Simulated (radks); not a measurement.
Problem. The mean radii <r> (bohr) of the occupied orbitals of an atom or ion are listed with their occupations. All-electron calculation, Dirac Kohn-Sham, PBE, spin-unpolarised, spherical densities, point nucleus. Program: a radial shooting solver on a logarithmic mesh with Libxc functionals.

orbital  occ.     <r>
1s1/2       2  0.1579
2s1/2       2  0.8639
2p1/2       2  0.8821
2p3/2       3  0.8842

Name the element and its charge. Open shells, if any, fill j = l - 1/2 first.

Solution. Z = 10, neon, charge +1: Ne+ in [He] 2s2 2p5. The 1s radius gives Z: for a bare nucleus <r> = (2 gamma + 1)/(2Z) with gamma = sqrt(1 - (Z/c)^2), 0.1497 bohr for Z = 10, and screening makes it slightly larger (0.1579 here). The occupations add up to 9, and the charge is Z minus that.
